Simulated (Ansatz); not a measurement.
C6H14Cl2Ge⁺, that is Ge(iPr)2Cl2 with one electron fewer. The state is a doublet with charge 1. Geometry PBE-D4/def2-SVP, that of the neutral singlet; atoms count from 1.

Cartesian coordinates in Å:
```
Ge 0.484 -0.273 0.591
C 1.253 0.412 -1.098
C 0.650 -0.361 -2.278
C 2.783 0.360 -1.059
H 0.919 1.474 -1.135
H -0.455 -0.268 -2.325
H 0.895 -1.442 -2.215
H 1.055 0.017 -3.240
H 3.212 0.776 -1.995
H 3.190 0.940 -0.207
H 3.142 -0.685 -0.957
C -1.481 -0.280 0.817
C -2.021 1.141 0.608
C -1.870 -0.882 2.170
H -1.841 -0.942 -0.002
H -1.775 1.545 -0.396
H -1.609 1.841 1.364
H -3.127 1.156 0.709
H -2.975 -0.921 2.276
H -1.477 -1.912 2.286
H -1.470 -0.272 3.006
Cl 1.316 0.912 2.244
Cl 1.205 -2.334 0.837
```

Estimate the Mulliken populations from the PBE0/def2-TZVP orbitals of Ansatz.


```
atom  charge (e)  spin (α − β)
 Ge1        0.55          0.07
  C2       -0.09          0.24
  C3       -0.38          0.01
  C4       -0.37          0.02
  H5        0.17          0.01
  H6        0.16          0.00
  H7        0.17          0.00
  H8        0.19          0.03
  H9        0.19          0.04
 H10        0.18          0.00
 H11        0.17          0.00
 C12       -0.09          0.24
 C13       -0.38          0.01
 C14       -0.37          0.02
 H15        0.17          0.01
 H16        0.16          0.00
 H17        0.17          0.00
 H18        0.19          0.03
 H19        0.19          0.04
 H20        0.18          0.00
 H21        0.17          0.00
Cl22       -0.17          0.09
Cl23       -0.17          0.09
```
Mulliken values and Mayer orders depend strongly on the basis.

Where does the spin sit?

Summed by element: Ge 0.07, C 0.55, H 0.19, Cl 0.19, of 1 unpaired in all. Largest on single atoms: C12 0.24, C2 0.24, Cl22 0.09.

And the Mayer bond orders between bonded heavy atoms (over 0.3)?

Ge1–C2 0.73 (1.98 Å); Ge1–C12 0.73 (1.98 Å); Ge1–Cl22 1.10 (2.20 Å); Ge1–Cl23 1.10 (2.20 Å); C2–C3 0.99 (1.53 Å); C2–C4 1.01 (1.53 Å); C12–C13 0.99 (1.53 Å); C12–C14 1.01 (1.53 Å).
